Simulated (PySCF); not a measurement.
Structure elucidation problem

The spectra below were simulated for a compound C4H3B.

1H NMR (500 MHz, computed): δ 6.56 (br, 2H), 3.87 (t, J = 1.7 Hz, 1H).

13C{1H} NMR (computed): δ 152.7 (C), 106.6 (CH), 85.5 (C), 69.6 (C).

- B3LYP/pcJ-1 coupling constants
- CAM-B3LYP/pcSseg-2 with gauge-including orbitals
- geometry: PBE0-D3(BJ)/def2-SVP
- program: PySCF 2.14
- one conformer, no solvent model, non-relativistic, one averaged value for each set of equivalent atoms

Scale: 1H (31.34 ppm), 13C (182.55 ppm) vs TMS (reference shieldings calculated alike).

**Question.** Deduce the structure.

**Answer.** 
1. 4 carbon signals for 4 carbons: no two carbons are equivalent.
2. Carbon types of the structure: 3 × C, 1 × CH, leaving 2 H on heteroatoms.
3. δC 152.7, 85.5, 69.6: alkyne carbon.
4. δC 106.6: terminal alkyne carbon.
5. δH 6.56: hydrogen on a boron bonded to C.
6. δH 3.87: hydrogen on a terminal alkyne carbon.

Structure: SMILES BC#CC#C.

The data come from this structure; uniqueness wasn't tested.

Hydrogens on boron are broadened and split by 11B (spin 3/2, 80 %) and 10B (spin 3). A carbon bonded to boron is broadened by the quadrupolar boron nucleus and is often missing from a measured spectrum. Splittings below 1 Hz are ignored in the labels, and close J values are merged. Shifts are as computed, not scaled to solution data. Of 1211 compounds with measured shifts, 218 miss one by over three times the rms of a fit or turn the order of signals round; such compounds aren't used in these exercises.
